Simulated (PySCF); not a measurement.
SMILES C[C](C)([Mg][OH])C (C₄H₁₀MgO) (GFN2-xTB optimised geometry):

```
16

Mg     0.288    -1.727     0.000
C     -0.836     0.022     0.000
C     -0.500     0.836     1.234
C     -0.524     0.821    -1.250
C     -2.295    -0.400     0.016
H     -1.063     1.775     1.232
H      0.563     1.076     1.253
H     -0.748     0.293     2.147
H      0.539     1.062    -1.292
H     -0.789     0.267    -2.151
H     -1.087     1.760    -1.249
H     -2.550    -0.991    -0.864
H     -2.533    -0.980     0.908
H     -2.938     0.489     0.017
O      1.989    -1.727     0.000
H      2.938    -1.775     0.000
```

Method: CAM-B3LYP/def2-TZVP (PySCF 2.14.0).

Task: What are the frontier orbital energies and the dipole moment?

Result: HOMO-2 -9.27 eV, HOMO-1 -9.26 eV, HOMO -6.96 eV, LUMO -0.96 eV, LUMO+1 1.07 eV; dipole moment 3.00 D.

On the same geometry PBE/def2-TZVP run with PySCF 2.14.0 gives HOMO-2 -6.07 eV, HOMO-1 -6.07 eV, HOMO -4.73 eV, LUMO -2.34 eV, LUMO+1 -0.32 eV; dipole moment 2.45 D.

Meta-Löwdin charges at CAM-B3LYP/def2-TZVP: Mg1 1.33, C2 -0.33, C3 -0.33, C4 -0.33, C5 -0.33, H6 0.09, H7 0.11, H8 0.09, H9 0.11, H10 0.09, H11 0.09, H12 0.09, H13 0.09, H14 0.08, O15 -1.16, H16 0.34.
